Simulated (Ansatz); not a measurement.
Total energies of Ge22PH32 from Ansatz at PBE-D4/def2-SVP, gas phase (1 Eh = 27.2114 eV = 2625.5 kJ/mol). The reference geometry is relaxed at PBE-D4/def2-SVP.

Cartesian coordinates in Å:
```
Ge 4.188 -0.595 0.798
Ge 2.170 3.211 0.047
Ge -1.301 0.094 -4.866
Ge -0.537 3.334 -2.816
P 0.976 -0.032 -1.571
Ge -0.940 -1.402 0.894
Ge 0.411 0.143 2.300
Ge -3.121 0.556 -1.346
Ge 1.874 -3.340 2.583
Ge -1.474 -2.238 4.602
Ge -1.695 3.364 1.088
Ge 3.209 -0.798 -1.438
Ge 0.666 -0.856 -3.754
Ge 0.461 -3.408 0.576
Ge 1.504 2.205 -2.076
Ge 2.575 -0.989 2.593
Ge 0.521 2.522 1.720
Ge -1.090 2.523 -5.054
Ge -3.329 -0.384 -3.591
Ge -2.343 2.870 -1.227
Ge -2.664 -2.254 2.453
Ge -0.583 0.042 4.556
Ge 0.432 -3.780 4.520
H 5.340 -1.643 0.884
H 4.830 0.815 0.939
H 2.128 4.762 -0.098
H 3.610 2.804 0.470
H -1.398 -0.561 -6.279
H -0.260 4.871 -2.825
H -2.076 -0.358 -0.520
H -4.480 0.450 -0.585
H 3.087 -4.324 2.549
H -2.369 -2.549 5.844
H -1.724 4.909 1.295
H -2.764 2.742 2.039
H 4.070 -0.022 -2.482
H 3.185 -2.296 -1.860
H 1.942 -0.589 -4.611
H 0.501 -2.398 -3.601
H 1.317 -3.379 -0.723
H -0.431 -4.684 0.534
H 2.613 2.281 -3.175
H 3.225 -0.580 3.953
H 0.890 3.244 3.059
H 0.046 2.904 -6.048
H -2.422 3.137 -5.574
H -4.551 0.240 -4.327
H -3.564 -1.920 -3.487
H -3.542 3.800 -1.601
H -3.899 -1.307 2.548
H -3.173 -3.668 2.044
H -1.728 1.088 4.712
H 0.487 0.322 5.652
H -0.072 -5.253 4.456
H 1.268 -3.626 5.826
```

```
                 state   geometry   energy (Eh)
      charge 0 doublet  reference  -46042.27369
      charge 1 singlet  reference  -46042.05256
     charge -1 singlet  reference  -46042.36215
free Ge atom (triplet)          –   -2076.34106
 free P atom (quartet)          –    -340.98790
 free H atom (doublet)          –      -0.49863
```

Single mean-field runs in def2-SVP are fitted with def2-universal-jkfit.

Other spin states of the ions weren't run at this level and may lie lower.

(1) Work out the vertical ionisation energy to the singlet.

(2) Work out the vertical electron affinity, to the singlet.

(3) Give the fundamental gap IE − EA, the Mulliken electronegativity (IE + EA)/2 and the hardness (IE − EA)/2.

(4) What is the binding energy per atom against free atoms?

(1) E(charge 1 singlet) − E(charge 0 doublet) = -46042.05256 − (-46042.27369) = 0.22113 Eh = 6.02 eV. For comparison, −ε of the highest occupied level of the spin that leaves is 4.39 eV at this level, 1.63 eV less.

(2) E(charge 0 doublet) − E(charge -1 singlet) = -46042.27369 − (-46042.36215) = 0.08846 Eh = 2.41 eV. The basis lacks diffuse functions, which makes affinities too small.

(3) From the values in Eh: IE − EA = 0.22113 − 0.08846 = 0.13267 Eh = 3.61 eV; (IE + EA)/2 = 4.21 eV; (IE − EA)/2 = 1.81 eV.

(4) Atoms: 22 × (-2076.34106) + 1 × (-340.98790) + 32 × (-0.49863) = -46036.44738 Eh. Binding: -46036.44738 − (-46042.27369) = 5.82631 Eh = 158.54 eV, or 2.88 eV for each of 55 atoms (no zero-point energy, no counterpoise term).
